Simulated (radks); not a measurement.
Valence configurations of F II (all share [He]). Method: non-relativistic Kohn-Sham, LDA (Slater exchange, Perdew-Wang correlation), spin-polarised, spherical densities, point nucleus; open shells are filled with parallel spins first; computed with a radial shooting solver on a logarithmic mesh with Libxc functionals. Energies are relative to 2s2 2p4; eigenvalues in eV for spin up.

valence,E (eV),moment (Bohr magnetons),e(2p),e(2s)
2s2 2p4,0.000,2,-30.019,-48.500
2s1 2p5,18.530,2,-30.196,-48.859
2p6,39.105,0,-28.671,-
2s1.5 2p4.5,9.273,2,-30.107,-48.679
2s0.5 2p5.5,29.293,1,-29.494,-48.170

NIST lists [He] 2s2 2p4 as the ground configuration; this level of theory agrees among the configurations tried. The energies are those of spherical high-spin densities, not of single terms.
